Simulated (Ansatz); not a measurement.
Total energies of C2H6F2Se2Ti, SMILES `C[Se][Ti]([F])([F])[Se]C`.

```xyz
13

C    -2.406    0.202   -0.508
Se   -1.452   -1.006    0.709
Ti    0.487   -1.305   -0.669
F     0.017   -1.681   -2.314
F     1.516   -2.415    0.213
Se    1.504    0.863   -0.782
C     1.958    0.997    1.123
H    -1.891    1.160   -0.536
H    -3.411    0.321   -0.107
H    -2.458   -0.232   -1.504
H     2.503    0.111    1.442
H     2.590    1.876    1.233
H     1.042    1.109    1.700
```

The species carries charge 0 and has multiplicity 1. Correlated methods include outer-core shells of Se, Ti, which these sets cover unevenly. Scalar relativity is left out up to krypton. All single points use the PBE0-D4/def2-TZVP geometry. It is one conformer, not always the lowest. Basis def2-TZVPP, the Gaussian-basis code of Ansatz.

RPA on PBE orbitals: Hartree–Fock energy of these orbitals -5926.36427 Eh, correlation -2.84953 Eh (frozen core).

```tsv
functional	energy without D4 (Eh)	D4 term (kJ/mol)
LDA (SPW92)	-5921.56955	–
PBE	-5931.21993	-39.7
r2SCAN	-5932.27833	-9.8
B97M-V	-5931.28879	–
PBE0	-5931.37900	-34.5
B3LYP	-5932.53444	-64.5
r2SCANh	-5932.23661	-10.7
r2SCAN0	-5932.17819	-12.0
HSE06 (plane-wave form)	-5931.36437	-32.8
BHLYP	-5932.23217	-57.0
LC-ωPBE	-5931.42691	–
ωB97X-V	-5931.77349	–
ωB97M-V	-5932.00514	–
B2PLYP	-5931.34722	–
```

**Question.** Give the same for revPBE, BLYP, CAM-B3LYP, PBE-QIDH. (Best estimate.)

**Answer.** Ansatz gave: 
```json
{"functional": "revPBE", "energy without D4 (Eh)": "-5931.86726", "D4 term (kJ/mol)": "-97.9"}
{"functional": "BLYP", "energy without D4 (Eh)": "-5932.50080", "D4 term (kJ/mol)": "-83.2"}
{"functional": "CAM-B3LYP", "energy without D4 (Eh)": "-5932.61703", "D4 term (kJ/mol)": "-36.2"}
{"functional": "PBE-QIDH", "energy without D4 (Eh)": "-5930.59817", "D4 term (kJ/mol)": "–"}
```

B3LYP takes the VWN-RPA correlation (the form of Gaussian; ORCA's B3LYP/G). HSE06 is the plane-wave form, built on full-range PBE exchange. The double hybrids freeze the cores in their second-order part.

LC-ωPBE has ω = 0.4 bohr⁻¹.
